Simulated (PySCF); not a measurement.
Species: BGeH5.
SMILES: `[BH2][GeH3]`

Theory: TDDFT CAM-B3LYP/def2-SVPD, vertical, gas phase, core orbitals frozen in the response (PySCF). Geometry: PBE0-D3(BJ)/def2-SVP; no solvent, vibrations or thermal averaging. Relativistic effects, spin–orbit coupling among them, are left out although an element past zinc is present.

List the vertical singlet excitations with oscillator strengths and describe the spectrum.

```tsv
state	E (eV)	E (kJ/mol)	λ (nm)	f	symmetry	main configurations (H = HOMO, L = LUMO)
S1	4.22	407	293.7	0.0029	A″	H→L (97%)
S2	5.39	520	230.2	0.0011	–	H-1→L (66%), H-3→L (33%)
S3	6.60	636	188.0	0.0050	A″	H-3→L (65%), H-1→L (33%)
S4	6.62	639	187.3	0.066	A′	H-2→L (97%)
S5	7.82	755	158.5	0.0099	A′	H→L+1 (97%)
S6	8.39	810	147.7	0.024	A′	H→L+3 (82%)
S7	8.52	822	145.6	0.431	A′	H→L+2 (85%)
S8	8.59	828	144.4	0.125	A′	H-1→L+1 (83%)
S9	8.68	837	142.9	0.0009	–	H→L+4 (90%)
S10	8.90	858	139.4	0.199	A″	H-2→L+1 (84%)
```

Triplets (Tamm–Dancoff): T1 3.45 eV, H→L (97%); T2 4.75 eV, H-1→L (50%), H-3→L (47%); T3 5.93 eV, H-2→L (96%); T4 6.28 eV, H-3→L (49%), H-1→L (47%).

The lowest singlet lies at 4.22 eV (294 nm, ultraviolet) and is very weak; its leading configuration is HOMO→LUMO (97%). The most intense listed level is S7 at 8.52 eV (146 nm, f = 0.431), 4.29 eV above S1. Löwdin shares by element: HOMO boron 37%, germanium 34%, hydrogen 13% or more (atoms not listed hold the other 16%); LUMO boron 56%, hydrogen 20% or more, germanium 19%. The oscillator strengths of these states sum to 0.864; summed over the whole spectrum of an exact calculation they would give the number of electrons, 42 (Thomas–Reiche–Kuhn). Weighted by f, the mean energy of these states is 8.43 eV. Of the 10 states listed, 5 reach f = 0.01 and none stays under 0.0005. All these states lie below the vertical ionisation energy of 10.79 eV (ΔSCF). Symmetry labels in Cs follow from the direction of the transition dipole and are given only for states with f of 0.002 or more. The window holds the lowest 10 singlets.

Hardware: one thread of an Arm Neoverse V2, no GPU, shared host. Cost: 22 s of wall time.
